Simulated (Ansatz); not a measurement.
Stepwise reaction of `[OH][GeH2][O][SiH](O)O` with hydrogen, as a gas-phase model of exchange steps in deposition or etching. ΔE in kJ/mol.

Isolated molecules relaxed with PBE0-D4/def2-TZVP in Ansatz; ΔE leaves out vibrations. CBS: MP2 limit from def2 TZ/QZ plus the TZ coupled-cluster correction, frozen cores. This one scheme is used for every species. Functionals use def2-TZVPP. B3LYP here is the variant with VWN-RPA as its local correlation; programs differ in this. For Ge outer-core shells are correlated without core-valence functions, which leaves a few kJ/mol of doubt a bond. Scalar relativity is left out up to krypton. Each species was taken in one conformer, which may not be the lowest.

| step | reaction | PBE-D4 | B3LYP-D4 | ωB97M-V | CCSD(T)/CBS |
| --- | --- | --- | --- | --- | --- |
| 1 | `[OH][GeH2][O][SiH](O)O` + H₂ → `O[SiH](O)[O][GeH3]` + H₂O | 29.2 | 31.3 | 31.4 | 29.0 |
| 2 | `O[SiH](O)[O][GeH3]` + H₂ → `O[SiH2][O][GeH3]` + H₂O | 95.7 | 102.1 | 103.6 | 100.3 |
| 3 | `O[SiH2][O][GeH3]` + H₂ → `[SiH3][O][GeH3]` + H₂O | 89.3 | 94.5 | 95.7 | 92.9 |

Problem. By hand: ΔE of the 3 steps together at CCSD(T)/CBS.

Solution. (29.0) + (100.3) + (92.9) = 222.2 kJ/mol, or 74.1 kJ/mol a step.

In ΔE step 1 is the lowest and step 2 the highest. All are uphill at CCSD(T)/CBS. PBE-D4 differs from CCSD(T)/CBS by -4.6 to 0.2 kJ/mol a step. Isolated molecules leave out the surface, adducts and barriers. Largest T1 diagnostic: 0.012.
